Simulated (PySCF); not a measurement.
# Working out the excitation energy of B⁺

B⁺ [He] 2s2 (1S) → B⁺ [He] 2s1 3s1 (3S). Computed with PySCF 2.14 in aug-cc-pwCVDZ (5s4p2d, 27 functions), with the non-relativistic Hamiltonian (point nucleus). Frozen: nothing. Energies in hartree (1 hartree = 27.21139 eV):

| part | B⁺ (lower) | B⁺ (upper) |
| --- | --- | --- |
| UHF | -24.235833 | -23.695912 |
| CCSD correlation | -0.086759 | -0.035198 |
| (T) | -0.000347 | -0.000083 |

Q: What does Hartree-Fock give?

A: (-23.695912) − (-24.235833) = 0.539921 hartree = 14.692 eV.

Q: What do CCSD and CCSD(T) give?

A: The CCSD correlation energies differ by 0.051561 hartree = 1.403 eV and the triples by 0.000264 hartree = 0.007 eV, so CCSD gives 16.095 eV and CCSD(T) 16.102 eV.

Measured between the centres of the two terms (NIST): 16.090 eV, so CCSD(T) (valence and next inner shell) is off by 0.012 eV.

A double-zeta basis recovers only part of the correlation energy.

What remains against the reference includes basis incompleteness and higher excitations.
